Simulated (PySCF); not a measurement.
## H₂RuO + Cl₂ → RuCl₂ + H₂O

Level: PBE0 in the def2-TZVP basis family, computed in PySCF with density fitting; scalar-relativistic core potentials for atoms from Rb on, none lighter, no spin–orbit coupling; open shells unrestricted.

```tsv
species	state and structure	E (Eh)	ZPE (kJ/mol)	H(298 K) − H(0) (kJ/mol)	S° (J/(mol K))
H₂RuO	triplet, Cs, Ru–H 1.568 Å (×2), Ru–O 1.658 Å; H–Ru–H 84.4°, H–Ru–O 104.3° (×2)	-171.20057	43.3	11.1	268.8
Cl₂	singlet, D∞h, Cl–Cl 1.982 Å	-920.08940	3.5	9.1	222.5
RuCl₂	quintet, D∞h, Ru–Cl 2.230 Å (×2)	-1015.07402	5.5	14.6	302.7
H₂O	singlet, C2v, O–H 0.960 Å (×2); H–O–H 105.1°	-76.37736	56.5	9.9	188.7
```

(1) What is the electronic reaction energy?

(2) Add zero-point, thermal and entropy terms for 298.15 K and 1 bar.

## Answers

(1) At PBE0/def2-TZVP, ΔE = -423.8 kJ/mol from the differences of the total energies times 2625.5, downhill. 

(2) ΔZPE = 15.2 and Δ[H(298) − H(0)] = 4.3 kJ/mol give ΔH° = -404.3 kJ/mol. ΔS° = 0.1 J/(mol K), so ΔG° = -404.3 − 298.15 × (0.0001) = -404 kJ/mol.

Open d or f shells are single determinants, so the state found may not be the ground state. Only the bonding shown was studied: isomers, or loss of a ligand pair, can lie lower.
